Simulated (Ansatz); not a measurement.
Basis-set extrapolation for `[Cl][AlH][SiH]1CO1` (PBE0-D4/def2-TZVP geometry, frozen core, Ansatz). Multiplicity 1, RHF reference.

```
                       def2-TZVPP    def2-QZVPP
                 HF  -1105.530457  -1105.564728
    MP2 correlation     -0.779764     -0.844040
CCSD(T) correlation     -0.861934       not run
```

Energies in hartree. Use E(X) = E(∞) + A·exp(−7.88·√X) for Hartree–Fock and E(X) = E(∞) + B·X^(−2.97) for correlation, with X = 3 and 4, and add CCSD(T) minus MP2 of the smaller set to the MP2 limit.

Problem. What is the CCSD(T) energy at the basis-set limit?

Solution. HF limit: -1105.564728 + (-0.034271) × 0.13774 = -1105.56945. MP2 limit: -0.844040 + (-0.064276) × 0.74074 = -0.89165. Higher-order term: -0.861934 − (-0.779764) = -0.08217. Total: -1106.54327 hartree, 396.1 kJ/mol below CCSD(T)/def2-TZVPP.
